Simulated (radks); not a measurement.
The numbers below are computed, except where a source is named.
Species: Tc3+. Configuration: [Kr] 4d4.

Level of theory: Dirac Kohn-Sham, exchange-only LDA, spin-unpolarised, spherical densities, finite nucleus; open shells are shared between the two j in proportion to 2j + 1; Fermi nuclear charge, rms radius 4.4112 fm (a radial shooting solver on a logarithmic mesh with Libxc functionals).

Energy parts (hartree):
part                    energy
total              -4276.08464
kinetic             4443.40042
electron-nucleus  -10299.45057
Hartree             1699.23736
exchange            -119.27184

Orbitals (lengths in bohr, moments of r in powers of bohr; <r^-3> diverges for s and p1/2; r(90%) holds 90 % of the orbital's charge):
orbital  occ.  eigenvalue (hartree)      <r^4>     <r^2>  r(90%)  <r^-3>  small-component weight
1s1/2       2             -766.4946  6.543e-06  0.001590  0.0615       -                2.46e-02
2s1/2       2             -110.2713   0.001200   0.02638   0.231       -                5.06e-03
2p1/2       2             -101.8353  0.0007928   0.01986   0.208       -                5.08e-03
2p3/2       4             -97.49738  0.0008925   0.02121   0.214    2590                4.90e-03
3s1/2       2             -20.06631    0.06088    0.1984   0.615       -                1.36e-03
3p1/2       2             -16.82211    0.06231    0.1955   0.620       -                1.31e-03
3p3/2       4             -16.09615    0.06874    0.2056   0.635   439.4                1.27e-03
3d3/2       4             -10.33389    0.06921    0.1896   0.634   64.96                1.15e-03
3d5/2       6             -10.19420    0.07143    0.1928   0.640   61.78                1.14e-03
4s1/2       2              -3.74792      2.357     1.252    1.53       -                3.26e-04
4p1/2       2              -2.78875      3.442     1.484    1.68       -                2.79e-04
4p3/2       4              -2.67640      3.804     1.560    1.73   68.13                2.68e-04
4d3/2     1.6              -1.25053      13.20     2.735    2.36   6.061                1.61e-04
4d5/2     2.4              -1.23782      13.63     2.780    2.38   5.735                1.59e-04
5s1/2       0              -0.99007      84.36     7.648    3.74       -                6.64e-05
5p1/2       0              -0.76705      148.6     10.10    4.32       -                5.26e-05
5p3/2       0              -0.75039      160.2     10.49    4.40   10.20                5.12e-05

The highest occupied level is 4d5/2 at -33.683 eV. The electron density at the nucleus is 9.97e+04 e/bohr^3. The density falls to 0.001 e/bohr^3 at r = 3.29 bohr.
